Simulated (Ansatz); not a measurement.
`[SiH3][SiH2][SiH3]` + `NCOCO` → `OCOC[SiH3]` + `N[SiH2][SiH3]`  (formal exchange of groups at the Si–Si bond)

Isolated molecules relaxed with PBE0-D4/def2-TZVP in Ansatz; ΔE leaves out vibrations. CBS: MP2 limit from def2 TZ/QZ plus the TZ coupled-cluster correction, frozen cores. This one scheme is used for every species. DFT in def2-TZVPP. Each species was taken in one conformer, which may not be the lowest.

```
        level  ΔE (kJ/mol)
       PBE-D4        -52.2
HF/def2-TZVPP        -72.1
```

Problem. What does CCSD(T)/CBS give? (An estimate is asked.)

Solution. Computed: -69.6 kJ/mol. The listed levels differ from it by 17.4, -2.5 kJ/mol.

Largest T1 diagnostic among the species: 0.013.
